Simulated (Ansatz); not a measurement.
HB, charge -1, doublet (typed; the unrestricted solution is spin-contaminated), at the geometry of the source list (a state made from the parent by changing its charge; the spin is typed, not shown lowest) (a gas-phase anion, which may not be bound at this level); CCSD(T)/6-31G** in Ansatz (an electronic-structure program).

Input for Ansatz:
Ansatz 0.2 input:
```yaml
crystal:
  periodic: [false, false, false]
  atoms:
    - {symbol: B, position_ang: [0.32270000, 0.09790000, -0.47190000]}
    - {symbol: H, position_ang: [-0.32270000, -0.09790000, 0.47190000]}
basis:
  gaussian:
    orbitals: 6-31G__.json
total_charge: -1
magnetization: {spin_polarized: true, initial_magnetization: 1}
correlation: {method: ccsd_t, electrons: outside_noble_gas}
accuracy: high
```
The basis file holds 6-31G** in the JSON format of the Basis Set Exchange.

### Question
Predict the main parts of the log of this Ansatz run.

### Answer

```
Functional definition: HF
335 factors; integrals over basis functions are off by at most 2.7e-9 eV
mean field evaluation 1: about -681.1664 eV, gradient 7.9e0 eV
mean field evaluation 2: about -681.1665 eV, gradient 7.9e0 eV
mean field evaluation 4: about -681.7975 eV, gradient 6.0e-1 eV
mean field evaluation 8: about -681.8021 eV, gradient 6.3e-4 eV
mean field evaluation 16: about -681.9271 eV, gradient 1.9e-1 eV
mean field evaluation 32: about -681.8021 eV, gradient 3.6e-3 eV
mean field evaluation 64: about -681.8020 eV, gradient 4.3e-2 eV
mean field evaluation 96: about -681.9162 eV, gradient 4.7e-1 eV
mean field evaluation 128: about -680.0277 eV, gradient 4.2e0 eV
mean field evaluation 160: about -678.8804 eV, gradient 9.4e0 eV
mean field evaluation 192: about -679.0934 eV, gradient 3.4e-3 eV
mean field evaluation 224: about -680.3555 eV, gradient 4.7e-2 eV
mean field evaluation 256: about -679.0934 eV, gradient 2.1e-2 eV
mean field evaluation 288: about -680.3548 eV, gradient 3.3e-2 eV
mean field evaluation 320: about -679.0934 eV, gradient 2.2e-3 eV
mean field -681.92751119 eV, -25.0603738091 hartree, gradient 2.8e-8 eV, S^2 1.171586; 9 other end points of the search recorded, 0 dependent functions left out
determinant -681.92751119 eV, -25.0603738091 hartree, with singles and doubles -684.07685812 eV, -25.1393608519 hartree
determinant -680.35484290 eV, -25.0025793153 hartree, with singles and doubles -683.15941219 eV, -25.1056453360 hartree
determinant -679.99020330 eV, -24.9891790575 hartree, with singles and doubles -683.01371206 eV, -25.1002909549 hartree
determinant -679.09344707 eV, -24.9562238738 hartree, with singles and doubles -681.36921846 eV, -25.0398569297 hartree
determinant -681.80205073 eV, -25.0557632223 hartree, with singles and doubles -684.13255148 eV, -25.1414075452 hartree
1 core orbitals not correlated
reference -681.92751119 eV, -25.0603738091 hartree; 3, 2 occupied and 16, 17 virtual orbitals, 335 factors
second order -1.57772924 eV of doubles, -0.00000000 eV of singles
cycle   1  -2.15237725 eV  change   -3.0e-3 eV  update   6.4e-3
cycle   2  -2.16058720 eV  change   -8.2e-3 eV  update   6.2e-3
cycle   3  -2.17153484 eV  change   -1.1e-2 eV  update   5.3e-3
cycle   4  -2.17661242 eV  change   -5.1e-3 eV  update   3.8e-3
cycle   5  -2.19005226 eV  change   -1.3e-2 eV  update   3.0e-3
cycle   6  -2.19154850 eV  change   -1.5e-3 eV  update   7.5e-4
cycle   7  -2.19282416 eV  change   -1.3e-3 eV  update   4.4e-4
cycle   8  -2.19268320 eV  change    1.4e-4 eV  update   1.9e-4
cycle   9  -2.19298819 eV  change   -3.0e-4 eV  update   1.1e-4
cycle  10  -2.19310599 eV  change   -1.2e-4 eV  update   5.0e-5
cycle  11  -2.19311087 eV  change   -4.9e-6 eV  update   1.5e-5
cycle  12  -2.19311047 eV  change    4.0e-7 eV  update   4.9e-6
cycle  13  -2.19311051 eV  change   -4.1e-8 eV  update   1.9e-6
cycle  14  -2.19311034 eV  change    1.6e-7 eV  update   9.6e-7
cycle  15  -2.19310977 eV  change    5.8e-7 eV  update   3.7e-7
cycle  16  -2.19310991 eV  change   -1.4e-7 eV  update   2.7e-7
cycle  17  -2.19311033 eV  change   -4.2e-7 eV  update   2.3e-7
cycle  18  -2.19311018 eV  change    1.5e-7 eV  update   1.4e-7
cycle  19  -2.19311021 eV  change   -2.6e-8 eV  update   8.4e-8
cycle  20  -2.19311036 eV  change   -1.5e-7 eV  update   7.8e-8
cycle  21  -2.19311024 eV  change    1.1e-7 eV  update   9.9e-8
cycle  22  -2.19311009 eV  change    1.5e-7 eV  update   5.6e-8
cycle  23  -2.19311002 eV  change    7.7e-8 eV  update   2.5e-8
cycle  24  -2.19311005 eV  change   -3.5e-8 eV  update   1.4e-8
cycle  25  -2.19311008 eV  change   -2.7e-8 eV  update   6.5e-9
cycle  26  -2.19311008 eV  change   -4.9e-9 eV  update   1.7e-9
cycle  27  -2.19311009 eV  change   -3.7e-9 eV  update  8.1e-10
cycle  28  -2.19311009 eV  change  -3.3e-10 eV  update  1.9e-10
perturbative correction -0.04888929 eV, -0.0017966484 hartree
Total energy: -684.16951057 eV, -25.1427657667 hartree
```
